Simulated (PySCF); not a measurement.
Compound: C4H12OSi.
SMILES with atom numbers: `[CH3:1][O:2][CH2:3][C@H:4]([CH3:5])[SiH3:6]` (hydrogens: H7, H8, H9 on C1; H10, H11 on C3; H12 on C4; H13, H14, H15 on C5; H16, H17, H18 on Si6)

Computed with PySCF 2.14.0, PBE0-D3(BJ)/def2-SVP geometry optimisation, gas phase.

List the bond lengths, angles and torsions at this level.

| bond | length (Å) |
| --- | --- |
| C1–O2 | 1.392 |
| O2–C3 | 1.400 |
| C3–C4 | 1.519 |
| C4–C5 | 1.528 |
| C4–Si6 | 1.904 |
| C1–H7, C1–H8 | 1.108 |
| C1–H9 | 1.099 |
| C3–H10 | 1.112 |
| C3–H11 | 1.110 |
| C4–H12 | 1.105 |
| C5–H13, C5–H14, C5–H15 | 1.102 |
| Si6–H16, Si6–H17, Si6–H18 | 1.496 |

Bonds in one row agree within 0.01 Å and their mean is given. A selection of angles:
| angle | degrees |
| --- | --- |
| O2–C1–H7 | 111.9 |
| O2–C1–H9 | 108.0 |
| H7–C1–H8 | 107.9 |
| H7–C1–H9 | 108.5 |
| C1–O2–C3 | 114.1 |
| O2–C3–C4 | 108.4 |
| O2–C3–H10 | 110.2 |
| O2–C3–H11 | 110.2 |
| C4–C3–H10 | 110.7 |
| C4–C3–H11 | 110.4 |
| H10–C3–H11 | 106.9 |
| C3–C4–C5 | 112.3 |
| C3–C4–Si6 | 110.0 |
| C3–C4–H12 | 107.5 |
| C5–C4–Si6 | 111.3 |
| C5–C4–H12 | 109.5 |
| Si6–C4–H12 | 106.1 |
| C4–C5–H13 | 110.4 |
| C4–C5–H14 | 112.0 |
| H13–C5–H14 | 107.9 |
| C4–Si6–H16 | 110.3 |
| C4–Si6–H17 | 112.3 |
| H16–Si6–H17 | 109.5 |
| H16–Si6–H18 | 108.1 |

Torsions: C1–O2–C3–C4 179° (antiperiplanar); O2–C3–C4–C5 72° (synclinal).

O2 (ether oxygen) is bent (angle 114.1°). Of the pairs four or more bonds apart, O2···H13 is among the closest relative to their van der Waals radii: 2.71 Å, 100 % of the sum of Bondi's values. Si6 (SiH3 silicon) is tetrahedral (angles from 107.7° to 112.3°).

Point group: C1 (no symmetry element, even within 0.4 Å). Not checked by PBE0-D3(BJ)/def2-SVP frequencies. One conformer, not necessarily the lowest.
